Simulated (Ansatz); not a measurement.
## Energy profile

The step: GeH₄O ([OH][GeH3]) + H₂O₂ ([OH][OH]) → GeH₄O₂ ([OH][O][GeH3]) + H₂O; bonds formed: Ge1–O7, O2–H6; bonds broken: Ge1–O2, H6–O7 (atoms numbered as in the saddle structure below).

| atom | x (Å) | y (Å) | z (Å) |
| --- | --- | --- | --- |
| Ge1 | -0.4568 | -0.6774 | -0.6946 |
| O2 | 1.4440 | -0.6704 | 0.0722 |
| H3 | 0.1782 | -1.2075 | -2.0168 |
| H4 | -1.1463 | -1.8492 | 0.0092 |
| H5 | -1.3255 | 0.5172 | -1.1385 |
| H6 | 0.9453 | -0.0295 | 0.8155 |
| O7 | -0.2923 | 0.3550 | 1.1408 |
| O8 | -0.3333 | 1.7587 | 0.8834 |
| H9 | 2.0962 | -0.2111 | -0.4645 |
| H10 | -1.1097 | 2.0143 | 1.3934 |

Electronic energies by CCSD(T) at an estimated basis limit (MP2 extrapolated from triple and quadruple zeta, plus CCSD(T) − MP2 in triple zeta), on PBE0-D4/def2-TZVP structures; GeH6O3, closed shell; no counterpoise correction. Computed with Ansatz 0.2.0 (basis: def2-TZVPP and def2-QZVPP); correlated methods freeze the cores. Filled d shells of the heavier atoms are correlated. The def2 sets are not built for correlating such inner shells, so the correlated values are less sure here. Extrapolation: Hartree–Fock as exp(−7.88 √X), correlation as X^−2.97.

Task: Give the profile in kJ/mol, counted from the separated reactants. (To be estimated.)

Result: By the calculation:
| point | kJ/mol |
| --- | --- |
| separated: GeH4O (linked as [OH][GeH3]; Ge1, O2, H3, H4, H5, H9; singlet) + H2O2 (linked as [OH][OH]; H6, O7, O8, H10; singlet) | 0.0 |
| start structure | -33.7 |
| saddle | 93.2 |
| end structure | -27.1 |
| separated: GeH4O2 (linked as [OH][O][GeH3]; Ge1, H3, H4, H5, O7, O8, H10; singlet) + H2O (O2, H6, H9; singlet) | -5.2 |

No T1 diagnostic of these runs exceeds 0.014.

For scale, one of the runs: CCSD(T)/def2-TZVPP, 225 basis functions, launched by `ansatz run in.yaml --threads 4 --pin off --events-out ev --progress --plain --max-ram 9574MiB`. Time: 2.7 min of wall clock on 4 CPU threads of an Arm Neoverse V2; the host was shared. Peak host memory: 4 GiB.
